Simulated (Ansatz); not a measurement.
Relaxation of Be₂Br₂⁺ with UKS PBE-D4/def2-TZVP.

```sh
$ ansatz run in.yaml --threads 4 --pin off --events-out ev --progress --plain --max-ram 3916MiB
```

```yaml
crystal:
  periodic: [false, false, false]
  atoms:
    - {symbol: Be, position_ang: [0.813830, 0.570150, 0.312670]}
    - {symbol: Be, position_ang: [-0.805580, -0.581360, -0.313870]}
    - {symbol: Br, position_ang: [-2.310850, -1.648600, -0.883330]}
    - {symbol: Br, position_ang: [2.302590, 1.659810, 0.884520]}
basis:
  gaussian: {orbitals: def2-TZVP}
total_charge: 1
magnetization: {spin_polarized: true, initial_magnetization: 1}
hamiltonian: {xc: pbe, dispersion: d4}
scf: {lower_state_search: "off"}
output: {orbitals: {seedname: orbitals}}
relax: {f_tol: 0.02, max_steps: 100}
```

Run time 27 s (4 threads of Intel Xeon on a shared host).

Positions (Å) and forces (eV/Å) at steps 1, 2, 3, 4, 7 of 7:

```xyz
4
step=1 energy=-140865.8024 eV
Be    0.814    0.570    0.313    1.481    1.002    0.594
Be   -0.806   -0.581   -0.314   -1.467   -1.024   -0.599
Br   -2.311   -1.649   -0.883    0.350    0.255    0.149
Br    2.303    1.660    0.885   -0.364   -0.233   -0.143
4
step=2 energy=-140866.0128 eV
Be    0.917    0.624    0.358    0.411    0.285    0.166
Be   -0.900   -0.646   -0.361   -0.404   -0.277   -0.162
Br   -2.396   -1.705   -0.911    0.149    0.105    0.058
Br    2.379    1.727    0.914   -0.156   -0.112   -0.061
4
step=3 energy=-140866.0434 eV
Be    0.973    0.659    0.383    0.070    0.049    0.028
Be   -0.956   -0.681   -0.386   -0.072   -0.050   -0.028
Br   -2.441   -1.739   -0.927   -0.016   -0.011   -0.006
Br    2.424    1.761    0.930    0.017    0.013    0.007
4
step=4 energy=-140866.0406 eV rejected
Be    1.015    0.691    0.398   -0.087   -0.052   -0.039
Be   -0.998   -0.713   -0.401    0.085    0.055    0.039
Br   -2.489   -1.771   -0.946    0.063    0.046    0.022
Br    2.471    1.794    0.949   -0.061   -0.049   -0.022
4
step=7 energy=-140866.0467 eV
Be    0.987    0.689    0.378    0.000    0.001    0.000
Be   -0.973   -0.706   -0.380    0.000    0.000    0.001
Br   -2.462   -1.751   -0.941    0.001    0.000    0.000
Br    2.449    1.768    0.943   -0.001   -0.001    0.000
```

Another isomer (doublet) lies 0.68 eV lower at PBE0-D4/def2-TZVP; other spin states weren't run for this one.
